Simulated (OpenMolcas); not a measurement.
## Co: effect of the active space

* Program: OpenMolcas 26.06
* Method: CASSCF
* Basis: ANO-RCC-VQZP
* Scalar Hamiltonian: DKH2, point nucleus
* Spin-orbit coupling: state interaction with AMFI integrals over the reference wave functions, term energies averaged over their components

A. 7 electrons in 5 orbitals (3d); 2S+1 = 4 even, 10 roots; 2S+1 = 2 even, 40 roots (35 in the spin-orbit step); cost roughly 11 core-seconds
B. 9 electrons in 6 orbitals (3d 4s); 2S+1 = 4 even, 17 roots; 2S+1 = 2 even, 35 roots (28 in the spin-orbit step); cost roughly 25 core-seconds

Energies in cm⁻¹ above 3d⁷ 4s² ⁴F_9/2, the measured ground level; measured values from NIST Handbook of Basic Atomic Spectroscopic Data.

```tsv
Level	A	B	Measured
3d⁷ 4s² ⁴F_9/2	0.0	0.0	0.0
3d⁷ 4s² ⁴F_7/2	809	785	816
3d⁷ 4s² ⁴F_5/2	1408	1353	1407
3d⁷ 4s² ⁴F_3/2	1821	1738	1809
3d⁷ 4s² ²G_9/2	18860	13181	
3d⁷ 4s² ⁴P_5/2	18908	18078	13795
3d⁷ 4s² ⁴P_3/2	19184	18989	14036
3d⁷ 4s² ⁴P_1/2	19553	19135	14399
3d⁷ 4s² ²G_7/2	19629	13946	
3d⁷ 4s² ²P_3/2	24932	16712	
3d⁷ 4s² ²H_11/2	25057	19764	
3d⁷ 4s² ²P_1/2	25733	17627	
3d⁷ 4s² ²H_9/2	25734	20436	
3d⁷ 4s² ²D_5/2	27134	20994	
3d⁷ 4s² ²D_3/2	28326	22077
```

Deviations, from unrounded energies. A percentage is the sum of absolute deviations over the sum of measured energies, with the sign that they share, or ± where signs differ.

| Against measurement | Levels | A | B |
| --- | --- | --- | --- |
| mean absolute deviation (cm-1) | 6 | 2600 | 2400 |
| fine structure of the ground term (%) | 3 | ±0.5 | -3.9 |
| other terms of the ground configuration (%) | 3 | +36.5 | +33.1 |

B lies closest to measurement on these levels. The largest miss of B in the table is 3d⁷ 4s² ⁴P_3/2, by +5000 cm-1. The ranking rests on the paired levels alone, and a cruder setting can come out closer through cancelling errors.

The spin-orbit steps hold different terms of 3d⁷ 4s² (B lacks ²F), which shifts levels as well.

Between A and B the level of the table that moves most is 3d⁷ 4s² ²P_3/2, by 8200 cm-1 (lowest in B, highest in A).

Some high roots are left out of the spin-orbit mixing, which shifts the levels that they would mix with. Without dynamic correlation excited terms often stand tens of per cent too high (terms of higher spin than the ground term too low), and those without a measured partner can miss by more than the paired ones. With the s shell closed, the reference lacks s² → p², s² → d² and s → d mixing, so excited terms can stand far too high and out of order, with CASPT2 too (holds for A). Computed and measured levels are paired by configuration, term and J; levels that our copy of the source lacks, or whose pairing is in doubt (as where it misses far off the trend of its configuration), stay unpaired and out of the deviations. Only configurations of the active space appear. Levels that lie high or do not pair safely by name in every column are left out.
